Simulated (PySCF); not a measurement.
# Computed NMR parameters against published values

Molfile (atoms numbered from 1):
```
C5H4OS
     RDKit          3D

 11 11  0  0  0  0  0  0  0  0999 V2000
    0.8358   -2.0132   -1.9801 O   0  0  0  0  0  0  0  0  0  0  0  0
   -0.1379   -1.6562   -1.3632 C   0  0  0  0  0  0  0  0  0  0  0  0
   -0.1630   -0.5576   -0.4232 C   0  0  0  0  0  0  0  0  0  0  0  0
    0.8751    0.2681   -0.0571 C   0  0  0  0  0  0  0  0  0  0  0  0
    0.4964    1.2347    0.8851 C   0  0  0  0  0  0  0  0  0  0  0  0
   -0.8210    1.1388    1.2286 C   0  0  0  0  0  0  0  0  0  0  0  0
   -1.6248   -0.1290    0.4115 S   0  0  0  0  0  0  0  0  0  0  0  0
   -1.1157   -2.1642   -1.4781 H   0  0  0  0  0  0  0  0  0  0  0  0
    1.8641    0.1633   -0.4652 H   0  0  0  0  0  0  0  0  0  0  0  0
    1.1652    1.9704    1.2942 H   0  0  0  0  0  0  0  0  0  0  0  0
   -1.3686    1.7475    1.9214 H   0  0  0  0  0  0  0  0  0  0  0  0
  1  2  2  0
  2  3  1  0
  3  4  2  0
  4  5  1  0
  5  6  2  0
  6  7  1  0
  7  3  1  0
  2  8  1  0
  4  9  1  0
  5 10  1  0
  6 11  1  0
M  END
```

Published estimates (parent shift plus substituent increments) and measurements: δ 1H H9 7.78; H11 7.78; H10 7.22 ppm (estimated from measurements, as parent shift plus tabulated substituent increment; solution, not stated per compound (mostly CDCl3 or CCl4); Pretsch, Buehlmann, Badertscher, Structure Determination of Organic Compounds, 4th ed. (2009)).

No solvent model, relativity neglected, a single conformation. Shielding tensors at PBE0/pcSseg-1 (GIAO); coordinates at the GFN2-xTB level; PySCF 2.14.

Q: What does the calculation give, and how does it compare?

A: 
Reference values: estimated from measurements, as parent shift plus tabulated substituent increment (solution, not stated per compound (mostly CDCl3 or CCl4); Pretsch, Buehlmann, Badertscher, Structure Determination of Organic Compounds, 4th ed. (2009)).
| atoms | quantity | reference | computed | computed, scaled |
| --- | --- | --- | --- | --- |
| H9 | δ 1H | 7.78 | 8.27 | 7.89 |
| H11 | δ 1H | 7.78 | 7.63 | 7.29 |
| H10 | δ 1H | 7.22 | 7.45 | 7.12 |

Computed shifts are σ(ref) − σ with the named reference compound (TMS for H and C) calculated as an isolated molecule at the same level. The measured values may be among those fitted. Empirical linear scaling, fitted to shifts measured mostly in CDCl3 for H and C (δ vs TMS): 1H: δ = 30.01 − 0.943σ (rms 0.17 ppm, 504 shifts, 0.18 ppm with the 4 outliers that the fit left out). A few per cent of atoms miss by over 2 rms, more outside the fitted compound classes.

Q: How far are the unscaled 1H shifts from the references?

A: Mean signed difference +0.19 ppm, mean absolute 0.29 ppm over 3 comparisons; the largest is +0.49 ppm at H9 (hydrogen on an aromatic CH).
